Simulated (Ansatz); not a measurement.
Computed with Ansatz on PBE0-D4/def2-TZVP structures; ΔE is electronic, products minus reactants. CCSD(T)/CBS adds triple-zeta CCSD(T) − MP2 to the extrapolated MP2 energy (def2 sets, frozen cores). This one scheme is used for every species. DFT in def2-TZVPP. B3LYP here is the variant with VWN-RPA as its local correlation; programs differ in this. Each species was taken in one conformer, which may not be the lowest.

Consider the formal exchange of groups at a B–F bond: `OB(F)O[SiH3]` + SiH₄ → `OB([SiH3])O[SiH3]` + H–F.

`OB(F)O[SiH3]`:

Cartesian coordinates in Å:
```
O 0.355 1.563 0.734
B 0.944 0.340 0.796
F 2.036 0.161 1.542
O 0.445 -0.708 0.112
Si -0.864 -0.851 -0.891
H 0.802 2.228 1.263
H -0.895 -2.262 -1.340
H -0.714 0.051 -2.059
H -2.110 -0.523 -0.156
```

SiH₄:

Cartesian coordinates in Å:
```
Si 0.000 0.000 0.000
H 0.998 0.777 0.777
H 0.642 -1.222 -0.547
H -0.514 0.832 -1.117
H -1.126 -0.387 0.887
```

`OB([SiH3])O[SiH3]`:

```xyz
12

O     2.099   -1.125   -0.259
B     0.915   -0.485   -0.086
Si    0.437    0.125    1.801
O     0.116   -0.287   -1.176
Si   -1.355    0.418   -1.428
H     2.244   -1.378   -1.179
H    -0.840   -0.502    2.247
H     0.235    1.601    1.839
H     1.502   -0.231    2.774
H    -2.271   -0.603   -1.990
H    -1.181    1.527   -2.395
H    -1.900    0.940   -0.148
```

H–F:

Z-matrix (Å, degrees):
```
F
H 1 0.920
```

```tsv
level	ΔE (kcal/mol)
PBE-D4	35.0
r2SCAN-D4	40.1
ωB97M-V	40.4
r2SCAN	40.6
B3LYP	41.9
CCSD/def2-TZVPP	40.7
HF/CBS(def2)	48.8
CCSD/CBS(def2)	39.4
```

What does CCSD(T)/CBS give? (Estimate.)

Ansatz gave: +38.0 kcal/mol. The listed levels differ from it by -3.0, 2.1, 2.4, 2.6, 3.9, 2.7, 10.8, 1.4 kcal/mol.

Largest T1 diagnostic among the species: 0.014.

In def2-TZVPP, CCSD(T) changes the Hartree–Fock value by −9.4 kcal/mol (the triples alone add −1.3 kcal/mol) and MP2 by −9.3 kcal/mol. The D4 term adds −2.3 kcal/mol with B3LYP and −1.3 kcal/mol with PBE0; it sums over pairs of atoms, weighted by their polarisabilities, and B3LYP, whose exchange is more repulsive, gets the larger term. From PBE to PBE0 (25 % exact exchange), in def2-TZVPP and without D4, ΔE moves by +1.9 kcal/mol.
